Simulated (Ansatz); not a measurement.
Consider the ligand exchange at a Ge–O bond: `[NH2][GeH2][O][SiH](N)Cl` + `N[SiH](O)F` → `[NH2][GeH2][O][SiH](N)F` + `N[SiH](O)Cl`.

Gas-phase electronic energies from Ansatz, PBE0-D4/def2-TZVP geometries. CCSD(T)/CBS is the MP2 limit (def2-TZVPP, def2-QZVPP) plus CCSD(T) − MP2 in def2-TZVPP, frozen cores. This one scheme is used for every species. Functionals use def2-TZVPP. B3LYP here is the variant with VWN-RPA as its local correlation; programs differ in this. For Ge outer-core shells are correlated without core-valence functions, which leaves a few kJ/mol of doubt a bond. Scalar relativity is left out up to krypton. One conformer a species, not always the lowest.

Question: Is it downhill or uphill in electronic energy at CCSD(T)/CBS, and by how much? (Best estimate.)

Answer: Ansatz gave: Nearly level: ΔE = +1.5 kJ/mol.

Question: What do these levels give: B3LYP-D4, r2SCAN, CCSD/def2-TZVPP, HF/def2-QZVPP, SCS-MP2/def2-QZVPP, HF/CBS(def2)? (An estimate is asked.)

Answer: Computed: B3LYP-D4 1.9, r2SCAN 0.2, CCSD/def2-TZVPP 1.1, HF/def2-QZVPP -0.7, SCS-MP2/def2-QZVPP 1.5, HF/CBS(def2) -0.7 kJ/mol.

Largest T1 diagnostic among the species: 0.012.
